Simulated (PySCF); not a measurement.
# Reading the logs of faulty runs: H5OSi2 cation

All numbers below are calculated, not measured. They come from PySCF 2.14.0, an open-source quantum chemistry program, on an isolated molecule that a program drew, which may never have been made. The molecule is H5OSi2 cation (charge +1, singlet), drawn as the SMILES string `O[SiH+][SiH3]`.

Each row is a Hartree-Fock (HF) and frozen-core CCSD(T) single point in the cc-pV(D+d)Z basis, meant for a local HF minimum. Run 1 is clean. Each other run has one planted mistake out of seven kinds, and not every kind appears here: one electron removed, one electron added, multiplicity raised by two, geometry at a saddle point, minimal basis STO-3G, one bond length entered in bohr, all coordinates scaled. The reference is restricted for singlets and unrestricted otherwise, and also for a bond in bohr. Adding or removing an electron swaps singlet and doublet. Electrons count all cores. HOMO and LUMO are orbital energies over both spins, the gradient is its largest component, and the lowest frequency (negative if imaginary) is given only where the gradient is small. Bond lengths are over the 7 bonds as drawn. T1 is the CCSD diagnostic: over 0.02 (restricted) or 0.045 (unrestricted) a single reference is doubtful.

Geometry of the clean run:
```xyz
8
H5OSi2 cation, angstrom
O     0.1646   -0.4428   -1.2932
Si    0.3957    1.0674   -1.7034
Si   -0.3929    2.7545   -0.1906
H     0.4072   -1.2359   -1.7615
H     1.0812    1.2498   -2.9894
H     0.8318    3.4840    0.1686
H    -1.3297    3.5342   -1.0124
H    -1.0064    1.9893    0.9002
```

```
run,electrons,basis functions,<S^2>,HOMO (eV),LUMO (eV),gradient (hartree/bohr),lowest frequency (cm^-1),mean bond (Å),longest bond (Å),T1,HF (hartree),CCSD(T) (hartree),mistake
1,40,85,0.000,-17.21,-4.75,1.0e-05,20,1.5442,2.399,0.0167,-655.41059,-655.83054,no fault
2,40,85,2.009,-13.08,-8.33,4.1e-02,-,1.5442,2.399,0.0298,-655.26396,-655.67282,multiplicity raised by two
3,40,85,0.724,-11.93,-6.38,1.4e-02,-,1.8491,4.534,0.0918,-655.30588,-655.72237,one bond length entered in bohr
4,41,85,0.774,-6.37,2.78,6.3e-02,-,1.5442,2.399,0.0149,-655.61412,-656.04337,?
```

**Which mistake was planted in run 4, and what did it cost?**

It counts 41 electrons, one more than the clean run, at the same geometry and basis. So the mistake is: one electron added. Subtracting run 1 and multiplying by 627.51 kcal/mol a hartree, the energy moved by -127.7 kcal/mol in HF and -133.6 kcal/mol in CCSD(T).

Cautions from the logs. Run 3: T1 is over the limit, so its CCSD(T) energy is less reliable.
